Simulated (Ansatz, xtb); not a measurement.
Relative energy of two structures of C3H8BrGa

Structure I: a singlet given by its coordinates. Structure II: a singlet given by its coordinates. Both are isolated molecules in the gas phase, relaxed with r2SCAN-D4/def2-SVP.

I (Å):

```tsv
atom	x (Å)	y (Å)	z (Å)
C	2.2854	-2.1959	1.2912
C	0.6826	0.6616	0.4466
C	-0.3980	0.4699	1.4773
Br	2.2641	1.6726	1.2729
Ga	1.9872	-0.7684	-0.0199
H	3.3557	-2.4417	1.3708
H	1.7634	-3.1141	0.9715
H	1.9132	-1.9239	2.2907
H	2.7059	-0.6474	-1.4019
H	0.3799	1.3339	-0.3687
H	-0.0616	-0.1483	2.3238
H	-0.7905	1.4203	1.8760
H	-1.2380	-0.0596	0.9922
```

Close contacts (Å): C1–Ga5 1.96, C2–C3 1.51, C2–Br4 2.05, C2–Ga5 1.99, Br4–Ga5 2.78, C1–H6 1.10, C1–H7 1.10, C1–H8 1.10, C2–H10 1.10, C3–H11 1.10, C3–H12 1.10, C3–H13 1.11, Ga5–H9 1.56.

II (Å):

```tsv
atom	x (Å)	y (Å)	z (Å)
C	1.0034	0.6091	1.8758
C	1.7020	-0.2952	0.8585
C	1.2842	-1.7160	-2.1889
Br	0.7981	0.0758	-2.9475
Ga	0.5186	-1.1958	-0.4327
H	0.4696	1.4384	1.3837
H	0.2567	0.0569	2.4699
H	1.7168	1.0596	2.5873
H	2.2688	-1.0932	1.3764
H	2.4571	0.2666	0.2797
H	-1.0075	-1.4727	-0.2287
H	0.7668	-2.4515	-2.8176
H	2.3728	-1.7973	-2.3054
```

Close contacts (Å): C1–C2 1.53, C2–Ga5 1.97, C3–Br4 2.01, C3–Ga5 1.99, Br4–Ga5 2.83, C1–H6 1.10, C1–H7 1.10, C1–H8 1.10, C2–H9 1.11, C2–H10 1.10, C3–H12 1.10, C3–H13 1.10, Ga5–H11 1.56.

Task: Estimate which is lower in electronic energy at CCSD(T)/def2-SVP + ΔMP2/def2-TZVPP, and by roughly how much.

Result: The CCSD(T)/def2-SVP + ΔMP2/def2-TZVPP calculation puts structure I lower, by 20.8 kJ/mol.

How the difference moves with the method:

| level | geometry | E(II) − E(I) (kJ/mol) | departure from the last row (kJ/mol) | job, with rough time for the two |
| --- | --- | --- | --- | --- |
| GFN2-xTB | GFN2-xTB | +22.7 | +1.8 | optimisation, 1.5 s |
| HF/STO-3G | GFN2-xTB | +22.6 | +1.8 | single point, 3.5 s |
| r2SCAN-D4/def2-SVP//GFN2-xTB | GFN2-xTB | +25.9 | +5.0 | single point, 12 s |
| r2SCAN-D4/def2-SVP | r2SCAN-D4/def2-SVP | +24.5 | +3.7 | optimisation, 4.5 min |
| HF/def2-SVP | r2SCAN-D4/def2-SVP | +16.1 | −4.8 | part of the CCSD(T) run |
| MP2/def2-SVP | r2SCAN-D4/def2-SVP | +22.0 | +1.2 | part of the CCSD(T) run |
| CCSD(T)/def2-SVP | r2SCAN-D4/def2-SVP | +20.6 | −0.2 | single point |
| CCSD(T)/def2-SVP + ΔMP2/def2-TZVPP | r2SCAN-D4/def2-SVP | +20.8 |  | single point, 4.5 min |

The levels shown agree on the order. The largest departure from CCSD(T)/def2-SVP + ΔMP2/def2-TZVPP is that of r2SCAN-D4/def2-SVP//GFN2-xTB, 5.0 kJ/mol. The last row adds to CCSD(T) the change of the MP2 difference between the two basis sets, here +0.2 kJ/mol.

With thermal terms from frequencies at re-optimised GFN2-xTB minima (ideal gas, soft modes damped towards free rotors, one conformer each, 298.15 K, 1 atm): on the last row, ΔE + ΔZPE = +22.7, ΔH = +21.9, ΔG = +22.6 kJ/mol.

The correlated steps freeze 21 core orbitals; the filled d shell of Br and Ga is correlated, in a basis made for valence electrons. Programs: Ansatz 0.2.0, xtb 6.7.1; the last row on 2 threads of Intel(R) Xeon(R) Processor @ 2.50GHz (Skylake/Cascade Lake) on a shared host.
